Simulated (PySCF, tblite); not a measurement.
## A complex of chlorosilane and 2 × hydrogen fluoride

A gas-phase complex of chlorosilane and 2 × hydrogen fluoride; neutral, singlet. The structure comes from a short search (6 tight-binding starts) and was relaxed by PBE0-D3(BJ)/def2-SVPD; another way of binding may lie lower. Frequencies by PBE0-D3(BJ)/def2-SVPD show no clear imaginary mode.

Parts: 1 = chlorosilane ([SiH3]Cl), atoms 1–5; 2 = hydrogen fluoride (F), atoms 6–7; 3 = hydrogen fluoride (F), atoms 8–9.

```xyz
9

Si   -0.284    0.396    0.132
Cl   -0.014   -1.493   -0.796
H    -1.494    0.297    0.979
H     0.958    0.694    0.882
H    -0.480    1.334   -1.004
F     0.431   -3.290    1.599
H     0.310   -2.842    0.780
F     0.075   -1.099    2.936
H     0.225   -1.974    2.643
```
Atom numbers follow the order of the file, from 1.

| contact | kind (by geometry) | distance (Å) | angle (°) |
| --- | --- | --- | --- |
| H9···F6 | hydrogen bond | 1.692 | 160 |
| H7···Cl2 | hydrogen bond | 2.100 | 168 |
| H5–Si1···F8 | tetrel bond | 3.198 | 168 |

Interaction energies are complex less parts, with the parts frozen as they stand in it; counterpoise-corrected, in kcal/mol (PySCF).

(1) How strongly do the parts interact, level by level?

(2) What holds them together? Decompose the wB97M-D3(BJ)/def2-TZVPD energy: frozen parts, their antisymmetrised product, then relaxation.

The parts were also relaxed and run alone, at the levels used for the complex: vibrations by PBE0-D3(BJ)/def2-SVPD; shieldings by PBE0/pcSseg-2.

(3) How do these values change when the complex forms?

(4) What are the binding energy from relaxed parts (wB97M-D3(BJ)/def2-TZVPD), and ΔH and ΔG of association at 298.15 K and 1 atm?

Answers

(1) 
```json
{"level": "wB97M-D3(BJ)/def2-TZVPD", "interaction": "-11.85", "superposition error removed": "-0.18"}
{"level": "PBE0-D3(BJ)/def2-TZVPD", "interaction": "-12.95", "superposition error removed": "-0.19"}
```

(2) electrostatic -18.2, Pauli repulsion +21.2, orbital relaxation -13.0, dispersion correction -2.0 kcal/mol, which sum to the value before the counterpoise correction; the Pauli term holds the exchange-correlation of the frozen density too. Of the attraction, 55 % is electrostatic, 39 % is orbital relaxation, 6 % is dispersion correction.

(3) 
```tsv
property	alone	in the complex	change
F8–H9 bond (Å)	0.920	0.935	+0.015
stretch carried by H9 (cm⁻¹, harmonic)	4151	3834	-317
its infrared intensity (km/mol)	127	704	
shielding of H9 (ppm)	29.19	25.11	-4.08
shielding of F6 (ppm)	410.9	370.2	-40.7
shielding of H7 (ppm)	29.19	24.85	-4.34
shielding of Cl2 (ppm)	1021.1	1004.8	-16.3
```

(4) -10.73 kcal/mol, -7.16 with zero-point energy; ΔH -8.3 and ΔG +7.9 kcal/mol, from harmonic vibrations by PBE0-D3(BJ)/def2-SVPD with low modes damped.

The 4 runs behind this took 12 min in all, one thread each of Arm Neoverse N1 on a shared host, launched as `OMP_NUM_THREADS=1 python cluster_run.py task.json out`.
